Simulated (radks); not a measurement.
Results of a calculation; reference values are marked as such.
The lutetium ion Lu3+, configuration [Xe] 4f13.75 5f0.25 (fractional occupations, a model configuration). Code: a radial shooting solver on a logarithmic mesh with Libxc functionals. Model: scalar-relativistic Kohn-Sham, PBE, spin-unpolarised, spherical densities, finite nucleus; Fermi nuclear charge, rms radius 5.37 fm.

Local quantities along the radius. ELF = 1/(1 + alpha^2) is the electron localisation function; alpha = (tau - tau_W)/tau_unif compares the Pauli kinetic energy density with that of the uniform gas. tau is taken from the large components.

r (bohr)     ELF    alpha
0.0008288  0.999  0.02307
0.001132   0.999  0.02400
0.001559   0.999  0.02586
0.002147   0.999  0.02916
0.002934   0.999  0.03463
0.00404    0.998  0.04444
0.005564   0.996  0.06273
0.007601   0.990  0.09871
0.01047    0.968   0.1822
0.0143     0.871   0.3850
0.01969    0.567   0.8745
0.02712    0.333    1.416
0.03705    0.459    1.085
0.05102    0.713   0.6350
0.0697     0.689   0.6716
0.09599    0.380    1.277
0.1322     0.479    1.043
0.1806     0.728   0.6105
0.2487     0.440    1.128
0.3425     0.347    1.373
0.4679     0.706   0.6448
0.6444     0.562   0.8822
0.8803     0.345    1.377
1.212      0.540   0.9236
1.669      0.545   0.9143
2.281      0.153    2.356
3.141      0.001    26.43
4.325      0.001    29.02
5.909      0.001    30.30
8.138      0.000    68.86
11.12      0.000    411.3

On this mesh the ELF has minima near r = 0.027, 0.11, 0.29, 0.88 bohr, which separate the shells, and maxima near 0.060 (0.74), 0.18 (0.73), 0.47 (0.71), 1.4 (0.60).
